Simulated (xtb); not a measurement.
zinc atom (Zn), singlet (GFN-xTB shapes and energies of metal compounds can be far from the true ones); GFN1-xTB (xtb).

The xtb input:
```
$ xtb mol.xyz --gfn 1 --etemp 3000 --json

# file mol.xyz
1

Zn     0.00000000     0.00000000     0.00000000
```

It wrote (shortened):

```
   ID    Z sym.   atoms
    1   30 Zn     1

           -------------------------------------------------
          |                Calculation Setup                |
           -------------------------------------------------

           -------------------------------------------------
          |                 G F N 1 - x T B                 |
           -------------------------------------------------

          ...................................................
          :                      SETUP                      :
          :.................................................:
          :  # basis functions                   4          :
          :  # atomic orbitals                   4          :
          :  # shells                            2          :
          :  # electrons                         2          :
          :  # halogen bonds                     0          :
          :  max. iterations                   250          :
          :  Hamiltonian                  GFN1-xTB          :
          :  restarted?                      false          :
          :  GBSA solvation                  false          :
          :  PC potential                    false          :
          :  electronic temp.         3000.0000000     K    :
          :  accuracy                    1.0000000          :
          :  -> integral cutoff          0.2500000E+02      :
          :  -> integral neglect         0.1000000E-07      :
          :  -> SCF convergence          0.1000000E-05 Eh   :
          :  -> wf. convergence          0.2000000E-04 e    :
          :  Broyden damping             0.4000000          :
          :  net charge                          0          :
          :  unpaired electrons                  0          :
          ...................................................

 iter      E             dE          RMSdq      gap      omega  full diag
   1     -0.8278492 -0.827849E+00  0.141E-04    6.60       6.6  T
   2     -0.8278492 -0.333067E-15  0.113E-04    6.60       6.6  T
   3     -0.8278492  0.111022E-15  0.868E-05    6.60       6.6  T

   *** convergence criteria satisfied after 3 iterations ***

         :::::::::::::::::::::::::::::::::::::::::::::::::::::
         ::                     SUMMARY                     ::
         :::::::::::::::::::::::::::::::::::::::::::::::::::::
         :: total energy              -0.827849193216 Eh    ::
         :: gradient norm              0.000000000000 Eh/a0 ::
         :: HOMO-LUMO gap              6.596728004380 eV    ::
         ::.................................................::
         :: SCC energy                -0.827849193216 Eh    ::
         :: -> electrostatic           0.000000000000 Eh    ::
         :: repulsion energy           0.000000000000 Eh    ::
         :: dispersion energy          0.000000000000 Eh    ::
         :: halogen bond corr.         0.000000000000 Eh    ::
         :: add. restraining           0.000000000000 Eh    ::
         :: total charge              -0.000000000435 e     ::
         :::::::::::::::::::::::::::::::::::::::::::::::::::::

           -------------------------------------------------
          |                Property Printout                |
           -------------------------------------------------

    * Orbital Energies and Occupations

         #    Occupation            Energy/Eh            Energy/eV
      -------------------------------------------------------------
         1        2.0000           -0.4139245             -11.2635 (HOMO)
         2        0.0000           -0.1714992              -4.6667 (LUMO)
         3        0.0000           -0.1714992              -4.6667
         4        0.0000           -0.1714992              -4.6667
      -------------------------------------------------------------
                  HL-Gap            0.2424253 Eh            6.5967 eV
             Fermi-level           -0.2979305 Eh           -8.1071 eV

  Mulliken/CM5 charges         n(s)   n(p)   n(d)
     1Zn   -0.00000 -0.00000   2.000  0.000  0.000

Wiberg/Mayer (AO) data.
largest (>0.10) Wiberg bond orders for each atom

 ---------------------------------------------------------------------------
     #   Z sym  total        # sym  WBO       # sym  WBO       # sym  WBO
 ---------------------------------------------------------------------------
     1  30 Zn   0.000
 ---------------------------------------------------------------------------

 dipole moment from electron density (au)
     X       Y       Z
   0.0000   0.0000   0.0000  total (Debye):    0.000

           -------------------------------------------------
          | TOTAL ENERGY               -0.827849193216 Eh   |
          | GRADIENT NORM               0.000000000000 Eh/α |
          | HOMO-LUMO GAP               6.596728004380 eV   |
           -------------------------------------------------

normal termination of xtb
```
